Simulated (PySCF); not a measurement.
# Hartree-Fock beside MP2: BFH2Si

All numbers below are calculated, not measured. They come from PySCF 2.14.0, an open-source quantum chemistry program, on an isolated molecule that a program drew, which may never have been made. The molecule is BFH2Si (charge 0, singlet), drawn as the SMILES string `B[Si]F`.

The geometry was optimised and harmonic frequencies were computed with HF and MP2, all in the cc-pV(D+d)Z basis, for the commonest isotopes, with a restricted reference for singlets and an unrestricted one otherwise, and a frozen core in MP2. Each result is a local minimum of its method.

Geometry at the HF minimum:
```xyz
5
BFH2Si, angstrom
B     0.8198    0.5759    0.4754
Si    1.6456    2.4719    0.5192
F     2.0525    2.5078   -1.0720
H    -0.3495    0.4006    0.2514
H     1.4785   -0.4061    0.6991
```

Lengths of the bonds as drawn, in Å (atoms numbered as above):
```
  bond     HF    MP2
B1-Si2  2.068  2.067
Si2-F3  1.643  1.662
 B1-H4  1.203  1.211
 B1-H5  1.203  1.211
```

Rotational constants, in GHz:
```
constant     HF    MP2
       A  19.93  19.39
       B  7.732  7.747
       C  5.843  5.806
```

Harmonic frequencies in cm^-1, each column in rising order, so a row needn't be the same motion in every method:
| rank | HF | MP2 |
|---|---|---|
| 1 | 188 | 143 |
| 2 | 226 | 220 |
| 3 | 461 | 425 |
| 4 | 594 | 578 |
| 5 | 830 | 804 |
| 6 | 915 | 872 |
| 7 | 1238 | ? |
| 8 | 2651 | 2601 |
| 9 | 2725 | 2682 |

**Estimate the missing MP2 frequency from the HF column.**

A single factor s that minimises the squared misfit of MP2 against s times HF over the other rows is sum(HF x MP2) / sum(HF^2) = 0.9792, with an rms misfit of 20 cm^-1. For rank 7 it gives 0.9792 x 1238 = 1212 cm^-1. The calculation gives 1181 cm^-1, 31 cm^-1 below the estimate. The drawn bonds are on average 0.6 % longer in MP2 than in HF.
